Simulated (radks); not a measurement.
Results of a calculation; reference values are marked as such.
Ionisation of the rubidium ion Rb+, [Kr], to [Ar] 3d10 4s2 4p5 as the strength of local exchange is varied. Code: a radial shooting solver on a logarithmic mesh with Libxc functionals. Model: scalar-relativistic Kohn-Sham, Slater X-alpha exchange (alpha = 2/3 is LDA exchange), no correlation, spin-polarised, spherical densities, finite nucleus; Fermi nuclear charge, rms radius 4.2036 fm.

| alpha | E(Rb+) (hartree) | exchange (hartree) | IE (eV) | -e of the level emptied (eV) | <r> of it (bohr) |
|---|---|---|---|---|---|
| 0.587 | -2962.95311 | -82.09203 | 24.768 | 19.163 (4p) | 1.749 |
| 0.615 | -2966.87618 | -86.11609 | 25.203 | 19.581 (4p) | 1.741 |
| 0.643 | -2970.80419 | -90.14996 | 25.641 | 20.003 (4p) | 1.732 |
| 0.667 | -2974.17498 | -93.61539 | 26.020 | 20.369 (4p) | 1.724 |
| 0.673 | -2975.01824 | -94.48288 | 26.115 | 20.460 (4p) | 1.723 |
| 0.69 | -2977.40872 | -96.94319 | 26.385 | 20.721 (4p) | 1.717 |
| 1.024 | -3024.74307 | -146.01407 | 31.963 | 26.146 (4p) | 1.624 |

NIST Atomic Spectra Database: 27.290 eV (measured). The Delta-SCF value meets it near alpha = 0.74. Open shells are spherical and high-spin; term and fine-structure splittings are not resolved.
